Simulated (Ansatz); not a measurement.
Spin states of PbS₂⁻, each relaxed with PBE-D4/def2-TZVPD in Ansatz. Electronic energies in the gas phase.

In the def2 sets Pb takes a core potential; there is no spin–orbit coupling. Correlated methods freeze 14 core orbitals; core or outer-core shells of Pb are correlated, in sets that lack core-valence functions. HOMO above LUMO, or a gap near zero within one spin, warns that the state may not be the lowest or that an electron is smeared out. The structure comes from a short search, and lower isomers may exist.

Doublet geometry (C2v within 0.1 Å):

```xyz
3

Pb   -0.583   -0.267   -0.317
S     1.031    0.821   -1.779
S    -0.448   -0.554    2.096
```

Quartet geometry (C2v within 0.1 Å):

```xyz
3

Pb    0.0842   -0.5175    0.6237
S     1.0107   -1.2132   -1.6753
S    -1.0949    1.7307    1.0516
```

⟨S²⟩: doublet 0.76 at PBE0-D4/def2-TZVPD (pure 0.75), quartet 3.77 at PBE0-D4/def2-TZVPD (pure 3.75).

Only these spin states were relaxed.

Question: Estimate which spin state lies lowest at each of these levels, and by how much: HF/def2-TZVPD; HF/def2-TZVPPD; LDA (SPW92)/def2-TZVPD; r2SCAN-D4/def2-TZVPD; PBE0-D4/def2-TZVPD; ωB97X-V/def2-TZVPD; ωB97M-V/def2-TZVPD; PBE-QIDH/def2-TZVPD; RPA@PBE/def2-TZVPD; MP2/def2-TZVPD; MP2/def2-TZVPPD; CCSD/def2-TZVPPD.

Answer: 
```tsv
level	quartet − doublet (kJ/mol)	lowest of these	remarks
HF/def2-TZVPD	90.0	doublet	spin-contaminated (⟨S²⟩ 0.83) (doublet)
HF/def2-TZVPPD	90.0	doublet	spin-contaminated (⟨S²⟩ 0.83) (doublet)
LDA (SPW92)/def2-TZVPD	235.2	doublet	HOMO above zero (quartet), gap within one spin near zero (quartet)
r2SCAN-D4/def2-TZVPD	212.2	doublet	HOMO above zero (quartet)
PBE0-D4/def2-TZVPD	213.3	doublet	HOMO above zero (quartet)
ωB97X-V/def2-TZVPD	210.0	doublet	–
ωB97M-V/def2-TZVPD	212.8	doublet	–
PBE-QIDH/def2-TZVPD	219.9	doublet	–
RPA@PBE/def2-TZVPD	193.0	doublet	–
MP2/def2-TZVPD	244.2	doublet	spin-contaminated (⟨S²⟩ 0.83) (doublet)
MP2/def2-TZVPPD	244.3	doublet	spin-contaminated (⟨S²⟩ 0.83) (doublet)
CCSD/def2-TZVPPD	198.0	doublet	spin-contaminated (⟨S²⟩ 0.83) (doublet)
```
